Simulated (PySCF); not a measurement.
Cl3H3OSi2, SMILES O([SiH](Cl)Cl)[SiH2]Cl. Atoms are numbered in the order given.

```xyz
9

Si     1.7211     0.8721    -0.2541
Cl     2.8959    -0.8116    -0.0065
O      0.2440     0.4206    -0.8675
Si    -1.1939    -0.2577    -0.4588
Cl    -0.9813    -1.2469     1.3392
Cl    -2.5975     1.2320    -0.2382
H      1.5463     1.5198     1.0664
H      2.3609     1.7599    -1.2478
H     -1.6293    -1.1957    -1.5044
```
Charge 0, spin multiplicity 1.

Coordinates come from a B3LYP-D3(BJ)/def2-SVP optimisation. This is a generated structure with no PubChem entry under its InChIKey; it may be hypothetical. The values are those of a single conformer.

Calculation: HF/pcSseg-1 run with PySCF.

GIAO shieldings, no solvent; atoms listed in one row are averaged. δ = σ(ref) − σ: ²⁹Si against TMS (σ = 393.8 ppm); ³⁵Cl against HCl (σ = 958.2 ppm); ¹⁷O against H2O (σ = 333.0 ppm); ¹H against TMS (σ = 31.99 ppm), references at their B3LYP-D3(BJ)/def2-TZVP geometries, non-relativistic (without spin–orbit terms, shifts of atoms bonded to Cl or Br come out too high).

### Question
Estimate the chemical shifts. (An estimate is asked for; the answer gives what the named calculation found.)

### Answer

```tsv
nucleus	atoms	count	δ (ppm)
²⁹Si	Si4	1	-21.5
²⁹Si	Si1	1	-24.3
³⁵Cl	Cl6	1	62.5
³⁵Cl	Cl5	1	57.6
³⁵Cl	Cl2	1	5.5
¹⁷O	O3	1	77.7
¹H	H9	1	5.29
¹H	H7	1	5.22
¹H	H8	1	5.07
```
